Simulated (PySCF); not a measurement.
A calculated (PBE, PySCF 2.14, dyall-av2z, the non-relativistic Hamiltonian (point nucleus)) atom or ion has these occupied shells.

```
shell  electrons  orbital energy (eV)  rms radius, mean of both spins (bohr)
 1s β          1             -15610.0                                 0.0465
 1s α          1             -15609.9                                 0.0465
 2s α          1              -2081.8                                  0.192
 2s β          1              -2081.8                                  0.192
 2p α          3              -1896.4                                  0.168
 2p β          3              -1896.4                                  0.168
 3s α          1              -319.05                                  0.539
 3s β          1              -319.03                                  0.539
 3p α          3              -251.22                                  0.544
 3p β          3              -251.20                                  0.544
 3d α          5              -128.47                                  0.548
 3d β          5              -128.44                                  0.548
 4s α          1              -37.501                                   1.48
 4s β          1              -37.130                                   1.48
 4p α          3              -21.049                                   1.71
 4p β          3              -20.556                                   1.71
 4d α          2               -1.171                                   4.56
```

Task: Name the element and its charge.

Result: Sr (strontium, neutral), in [Kr] 4d2, high-spin 3F determinant (an excited configuration).
